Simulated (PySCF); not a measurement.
**Ionisation energy of Rh³⁵⁺ by level of theory**

Rh³⁵⁺ [Ne] → Rh³⁶⁺ [He] 2s2 2p5 [2p1/2^2 2p3/2^3, M_J = 3/2], as a difference of total energies. Calculation: PySCF 2.14, in an uncontracted even-tempered set (17 s from 15 bohr⁻², ratio 2.4; 12 p from 19 bohr⁻², ratio 2.4; 5 d from 75 bohr⁻², ratio 2.6; 4 f from 110 bohr⁻², ratio 2.6); the two-component X2C-1e Hamiltonian. Correlated levels: nothing frozen; the 32 highest virtual spinors dropped. "Screened" scales the spin-orbit matrix elements by Boettger's factors to mimic the two-electron term; Breit and QED terms are absent.

```
                    method  ionisation energy (eV)
           GHF (spin-free)                  5062.2
          GMP2 (spin-free)                  5063.7
 GHF (screened spin-orbit)                  5014.2
GMP2 (screened spin-orbit)                  5015.7
```

For this ion Breit and QED terms and the two-electron picture change, all absent here, outweigh the correlation shift from GHF to GMP2.

The spin-free rows lack the spin-orbit shift.

For comparison: 5018 ± 3 eV (semi-empirical (NIST evaluation); NIST Atomic Spectra Database, ionization energies).
